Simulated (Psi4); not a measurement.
Pair of molecules, SMILES O with SMILES C[SiH3] (the first has 3 atoms); geometry from B3LYP-D3(BJ)/def2-TZVP, rigid monomers moved along the line of their centres of mass till O1···Si5 is 3.05 Å.
(charge 0, multiplicity 1):
| atom | x (Å) | y (Å) | z (Å) |
|---|---|---|---|
| O | 0.1512 | 0.7103 | -0.1305 |
| H | -0.5964 | 1.2429 | 0.1619 |
| H | -0.1945 | -0.1867 | -0.1949 |
| C | 1.2829 | 0.2328 | 2.8403 |
| Si | -0.5225 | -0.2326 | 2.6921 |
| H | 1.4230 | 1.0145 | 3.5892 |
| H | 1.6483 | 0.5999 | 1.8807 |
| H | 1.8840 | -0.6290 | 3.1358 |
| H | -1.0579 | -0.7373 | 3.9809 |
| H | -0.7212 | -1.2977 | 1.6755 |
| H | -1.3476 | 0.9347 | 2.2882 |

All values below come from SAPT0/jun-cc-pV(D+d)Z run with Psi4.

Task: Which attractive term is largest, and how does the interaction split up?

Result: electrostatics -6.00, exchange 9.97, induction -1.33, dispersion -2.39, total 0.25 kcal/mol; the largest attraction is electrostatics.
